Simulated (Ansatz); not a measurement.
Species: C2H11N3Si, charge 0, multiplicity 1. 
Geometry from a B3LYP-D3(BJ)/def2-TZVP (Ansatz, a first-principles code) optimisation:
```xyz
17

C      2.2926    -0.7957     0.1577
C      0.9914    -0.9487    -0.6396
Si    -0.4140     0.1418    -0.0365
N      0.1434     1.7656    -0.2183
N     -1.8172    -0.4199    -0.8694
N     -0.8624     0.0659     1.6205
H      3.0789    -1.4556    -0.2162
H      2.1348    -1.0365     1.2114
H      2.6667     0.2286     0.1145
H      1.1777    -0.7357    -1.6993
H      0.6500    -1.9878    -0.6024
H     -0.4166     2.5368     0.1105
H      0.6901     2.0328    -1.0215
H     -1.7436    -0.7763    -1.8090
H     -2.7125     0.0188    -0.7188
H     -1.3921    -0.7139     1.9733
H     -0.2881     0.4888     2.3308
```
Charge 0, spin multiplicity 1.

Total electronic energies in hartree. Valence correlation only, unless marked. Spin-orbit coupling is left out. Non-relativistic unless marked X2C. Basis-set limits of correlation are two-point, X^-3; Hartree-Fock from the larger set. [CCSD(T)-MP2]/basis is that difference in the basis named.

```json
[
 {"level": "HF/STO-3G", "program": "Ansatz", "energy (Eh)": "-528.11464"},
 {"level": "HF/cc-pwCVTZ", "program": "Ansatz", "energy (Eh)": "-534.65722"},
 {"level": "HF/cc-pV(Q+d)Z", "program": "Ansatz", "energy (Eh)": "-534.67690"},
 {"level": "r2SCAN-D4/def2-TZVPD", "program": "Ansatz + dftd4", "energy (Eh)": "-536.64855"},
 {"level": "PBE0/def2-QZVPP", "program": "Ansatz", "energy (Eh)": "-536.42897"},
 {"level": "BHLYP/def2-TZVPD", "program": "Ansatz", "energy (Eh)": "-536.66523"},
 {"level": "r2SCAN0-D4/def2-TZVPD", "program": "Ansatz + dftd4", "energy (Eh)": "-536.62010"},
 {"level": "B2PLYP-D3(BJ)/def2-TZVPD", "program": "Ansatz + dftd3", "energy (Eh)": "-536.49054"},
 {"level": "RPA@PBE/cc-pV(T+d)Z", "program": "Ansatz", "energy (Eh)": "-536.43596"},
 {"level": "MP2/aug-cc-pV(T+d)Z", "program": "Ansatz", "energy (Eh)": "-535.80793"},
 {"level": "RI-MP2/cc-pV(T+d)Z", "program": "Ansatz", "energy (Eh)": "-535.77972"},
 {"level": "RI-MP2/CBS(aug-cc-pV(T+d)Z,aug-cc-pV(Q+d)Z)", "program": "Ansatz", "energy (Eh)": "-535.9389"},
 {"level": "SCS-MP2/STO-3G", "program": "Ansatz", "energy (Eh)": "-528.40368"},
 {"level": "SCS-MP2/6-31G", "program": "Ansatz", "energy (Eh)": "-534.92483"},
 {"level": "SCS-MP2/cc-pV(D+d)Z", "program": "Ansatz", "energy (Eh)": "-535.44322"},
 {"level": "CCSD/STO-3G", "program": "Ansatz", "energy (Eh)": "-528.45657"},
 {"level": "CCSD/6-31G", "program": "Ansatz", "energy (Eh)": "-534.97722"},
 {"level": "CCSD(T)/aug-cc-pV(T+d)Z", "program": "Ansatz", "energy (Eh)": "-535.90582"},
 {"level": "CCSD(T)/cc-pwCVTZ", "program": "Ansatz", "energy (Eh)": "-535.89444"},
 {"level": "X2C-CCSD(T)/cc-pVTZ-DK", "program": "Ansatz", "energy (Eh)": "-536.58794"},
 {"level": "RI-MP2/CBS(cc-pV(T+d)Z,cc-pV(Q+d)Z)+[CCSD(T)-MP2]/cc-pV(T+d)Z", "program": "Ansatz", "energy (Eh)": "-536.0341"},
 {"level": "RI-MP2/CBS(cc-pV(T+d)Z,cc-pV(Q+d)Z)+[CCSD(T)-MP2]/cc-pV(Q+d)Z", "program": "Ansatz", "energy (Eh)": "-536.0266"},
 {"level": "CCSD(T)/CBS(cc-pV(T+d)Z,cc-pV(Q+d)Z)", "program": "Ansatz", "energy (Eh)": "-536.0215"}
]
```

Totals of different functionals don't rank their quality; only differences between species are comparable.
